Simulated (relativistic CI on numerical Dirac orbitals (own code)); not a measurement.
**Pr51+: sensitivity of the levels to the model**

Base calculation: Dirac-Coulomb-Breit CI, separate exchange-only KLI orbitals for each configuration, model QED (radiative potential, 1s self-energy scaled to tabulated hydrogen-like ionisation energies), unscaled Slater integrals.

Configuration list (outside the closed core 1s2): 2s2 2p4, 2s 2p5, 2p6, 2p5 3s, 2p5 3p, 2p5 3d, 2s2 2p3 3s, 2s2 2p3 3p, 2s2 2p3 3d, 2s 2p4 3s, 2s 2p4 3p, 2s 2p4 3d, 2s2 2p3 4s, 2s2 2p3 4p, 2s2 2p3 4d, 2s2 2p3 4f. Levels of other configurations are missing.

Variants: (1) valence Slater integrals scaled by 0.9; (2) only the first 3 configurations. Shifts of the energy above 2s2 2p4 3P_2, in eV, for the lowest level and the first level of each name with at least 55 % of one term (blank where a level changes its place among those of its configuration and J or its character, or is not in the variant):

```
           Level     Base   Δ(1)   Δ(2)
    2s2 2p4 3P_2     0.00   0.00   0.00
    2s2 2p4 1S_0    43.48  -3.62  -0.32
    2s2 2p4 3P_1   498.29  +0.98  -0.07
    2s2 2p4 1D_2   515.97  -1.20  -0.08
    2s 2p5 3P°_2   792.29  +1.84  +0.14
    2s 2p5 1P°_1   853.61  -3.75  +0.46
    2s2 2p4 3P_0  1030.22  -1.14  -0.29
    2s 2p5 3P°_0  1299.44  +1.88  +0.11
    2s 2p5 3P°_1  1333.19  -2.08  +0.34
        2p6 1S_0  1680.25  -1.68  +1.14
 2s2 2p3 3p 3P_0  5655.97  -3.77       
2s2 2p3 3d 3P°_0  5717.43  -0.26       
2s2 2p3 3s 3S°_1  5878.28  +1.61       
2s2 2p3 3s 3D°_3  5891.93  -0.29
```

At this charge energies of transitions that change n are usually good to better than 1 %, and those within a shell (Δn = 0) to a few per cent.

Ionisation energy from the two ground configurations alone: base 9912.45 eV. The NIST ASD value (theoretical) is 9913 eV.

LS names give the leading component of a level, which can be under half, so a name can repeat, a term be missing and a line seem to break the LS rules.
